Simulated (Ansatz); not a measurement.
**Relaxing a trial structure of CH5GeIn**

The starting geometry of this gas-phase singlet was optimised with GFN2-xTB.

```json
{"atom": "C", "x (Å)": "1.3206", "y (Å)": "-0.0588", "z (Å)": "0.3710"}
{"atom": "Ge", "x (Å)": "-0.2178", "y (Å)": "1.1709", "z (Å)": "-0.1621"}
{"atom": "In", "x (Å)": "-1.6720", "y (Å)": "-1.1618", "z (Å)": "-0.4860"}
{"atom": "H", "x (Å)": "-1.4286", "y (Å)": "0.3812", "z (Å)": "1.2118"}
{"atom": "H", "x (Å)": "1.4618", "y (Å)": "-0.0982", "z (Å)": "1.4470"}
{"atom": "H", "x (Å)": "1.1633", "y (Å)": "-1.0883", "z (Å)": "0.0131"}
{"atom": "H", "x (Å)": "0.2153", "y (Å)": "2.3116", "z (Å)": "0.8418"}
{"atom": "H", "x (Å)": "2.2495", "y (Å)": "0.2922", "z (Å)": "-0.0769"}
```

Q: Predict what becomes of its bonds when it is optimised with BLYP-D3(BJ)/def2-SVP.

A: It rearranges to `[CH3][GeH2][In]`. Contacts that close: Ge2–H4 (1.99 → 1.58 Å).

The energy falls by 0.59 eV over 15 steps:

```json
{"step": "1", "E − E(last) (eV)": "0.593"}
{"step": "3", "E − E(last) (eV)": "0.292"}
{"step": "4", "E − E(last) (eV)": "0.239"}
{"step": "6", "E − E(last) (eV)": "0.153"}
{"step": "7", "E − E(last) (eV)": "0.114"}
{"step": "9", "E − E(last) (eV)": "0.024"}
{"step": "10", "E − E(last) (eV)": "0.005"}
{"step": "12", "E − E(last) (eV)": "0.001"}
{"step": "13", "E − E(last) (eV)": "0.000"}
{"step": "15", "E − E(last) (eV)": "0.000"}
```

Final geometry (Å):

```yaml
atoms:
  - { symbol: C, position_ang: [1.4573, -0.1220, 0.4929] }
  - { symbol: Ge, position_ang: [-0.4347, 0.5883, 0.4550] }
  - { symbol: In, position_ang: [-2.1079, -0.4236, -1.6178] }
  - { symbol: H, position_ang: [-0.9975, 0.3205, 1.9062] }
  - { symbol: H, position_ang: [2.0229, 0.3297, 1.3311] }
  - { symbol: H, position_ang: [1.4521, -1.2224, 0.6208] }
  - { symbol: H, position_ang: [-0.2767, 2.1595, 0.4271] }
  - { symbol: H, position_ang: [1.9767, 0.1187, -0.4556] }
```

Frequencies at the end are all real (lowest 59 cm⁻¹). Atoms past krypton carry core potentials, without spin–orbit terms. Run with Ansatz 0.2.0, 24 s on 2 threads of Arm Neoverse V1, with other jobs on the host.
